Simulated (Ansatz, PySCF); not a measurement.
Complex: HF (SMILES F) (first 2 atoms) with CH4O (SMILES CO); geometry from B3LYP-D3(BJ)/def2-TZVP.
(charge 0, multiplicity 1):
```csv
atom,x (Å),y (Å),z (Å)
F,0.0851,0.0129,0.2358
H,-0.2159,-0.0603,1.1336
C,0.5163,0.3958,3.5133
O,-0.5531,-0.1639,2.7395
H,0.2446,0.4480,4.5694
H,0.6753,1.4029,3.1355
H,1.4380,-0.1781,3.3944
H,-0.7281,-1.0638,3.0349
```

Interaction energies are E(AB) − E(A) − E(B) at the monomers' geometry in the complex; basis-set methods are counterpoise corrected. Rows marked so take none.

Rows in 6-31G*, STO-3G carry no dispersion term and start afresh at each structure (6-31G* with six Cartesian d functions).

Run with Ansatz (Gaussian basis) for Hartree–Fock, density functionals and correlated methods; PySCF for 6-31G* rows, STO-3G rows, the dispersion terms. 

Question: What interaction energy does HF/STO-3G (no counterpoise) give?

Answer: -30 kJ/mol

Question: Predict the interaction energy from BLYP-D4/def2-TZVPPD.

Answer: -43 kJ/mol

Question: Give the interaction energy at the level B3LYP/6-31G* (no counterpoise).

Answer: -50 kJ/mol

Ansatz is an electronic-structure program.
